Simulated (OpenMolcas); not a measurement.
I5+: CASPT2 settings compared

* Program: OpenMolcas 26.06
* Basis: ANO-R2 [7s6p4d2f1g]
* Scalar Hamiltonian: X2C, finite nucleus
* Active space: 2 electrons in 4 orbitals (5s 5p)
* State averaging: 2S+1 = 3 even, 3 roots; 2S+1 = 1 even, 6 roots (1 in the spin-orbit step); 2S+1 = 3 odd, 3 roots; 2S+1 = 1 odd, 3 roots
* Spin-orbit coupling: RASSI with atomic mean-field integrals over the reference wave functions, term energies averaged over their components

Methods on the same reference wave functions:
A. CASSCF
B. SS-CASPT2, IPEA 0.15 Eh, no level shift (closed shells correlated: 4d)
C. XMS-CASPT2, IPEA 0.4 Eh, real shift 0.5 Eh (closed shells correlated: none)
D. XMS-CASPT2, IPEA 0 Eh, sigma1 regulariser 0.25 Eh (closed shells correlated: 4s 4p 4d)

Energies in cm-1 above 5s2 1S0, the measured ground level; measured values from the list in Rauch et al., Astron. Astrophys. 606, A105 (2017).

```csv
Level,A,B,C,D,Measured
5s2 1S0,0.0,0.0,0.0,0.0,0.0
5s 5p 3P* 0,81053,85498,81025,85309,85666
5s 5p 3P* 1,84594,88761,84486,88543,89262
5s 5p 3P* 2,93455,97900,93427,97710,99685
5s 5p 1P* 1,135962,124203,129944,122900,127424
```

Deviations, from unrounded energies. A percentage is the sum of absolute deviations over the sum of measured energies, with the sign that they share, or ± where signs differ.

| Against measurement | Levels | A | B | C | D |
| --- | --- | --- | --- | --- | --- |
| mean absolute deviation (cm-1) | 4 | 6000 | 1400 | 4500 | 1900 |
| other configurations (%) | 4 | ±6.0 | -1.4 | ±4.5 | -1.9 |

B lies closest to measurement on these levels and A furthest from it. The largest miss of B in the table is 5s 5p 1P* 1, by -3200 cm-1. The ranking rests on the paired levels alone, and a cruder setting can come out closer through cancelling errors.

Among B to D the level of the table that moves most is 5s 5p 1P* 1, by 7000 cm-1 (lowest in D, highest in C).

The lowest spin-free term lies below A's lowest term by 0.431 hartree in B, 0.004 hartree in C, 0.605 hartree in D.

Some high roots are left out of the spin-orbit mixing, which shifts the levels that they would mix with. Measured partners are found by configuration, term and J. A level has none where our copy of the source lacks it or the pairing is in doubt (some pairs that miss far off the trend of their configuration count as doubtful), and it then counts in no deviation. Only configurations of the active space appear. Levels that lie high or do not pair safely by name in every column are left out.

* marks odd parity.
